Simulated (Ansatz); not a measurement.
CH3O2, charge +1, singlet, geometry from GFN2-xTB; PBE/def2-SVP (Ansatz, a quantum-chemistry and plane-wave program).

Here is a job for Ansatz.
Ansatz 0.2 input:
```yaml
crystal:
  periodic: [false, false, false]
  atoms:
    - {symbol: O, position_ang: [1.08212708, 0.32266796, 0.18701646]}
    - {symbol: C, position_ang: [-0.14382398, 0.38706559, -0.02975044]}
    - {symbol: O, position_ang: [-0.86450329, -0.64748699, -0.14496980]}
    - {symbol: H, position_ang: [1.49347707, -0.57065356, 0.26967258]}
    - {symbol: H, position_ang: [-0.54750427, 1.40581879, -0.11248288]}
    - {symbol: H, position_ang: [-1.82401925, -0.55900656, -0.31506036]}
basis:
  gaussian:
    orbitals: def2-SVP
hamiltonian:
  xc: pbe
total_charge: 1
```

Output, abridged:

```
Functional definition: PBE
618 factors; their error is unknown
mean field evaluation 1: about -5149.8322 eV, gradient 8.5e1 eV
mean field evaluation 2: about -5129.1461 eV, gradient 1.4e2 eV
mean field evaluation 4: about -5162.3716 eV, gradient 6.2e0 eV
mean field evaluation 8: about -5162.4232 eV, gradient 1.3e-1 eV
mean field -5162.42328071 eV, -189.7155563500 hartree, gradient 5.4e-5 eV, S^2 0.000000; 0 other end points of the search recorded, 0 dependent functions left out
reference -5162.42330147 eV, -189.7155571129 hartree; 12, 12 occupied and 45, 45 virtual orbitals, 618 factors
Total energy: -5162.42330147 eV, -189.7155571129 hartree
```
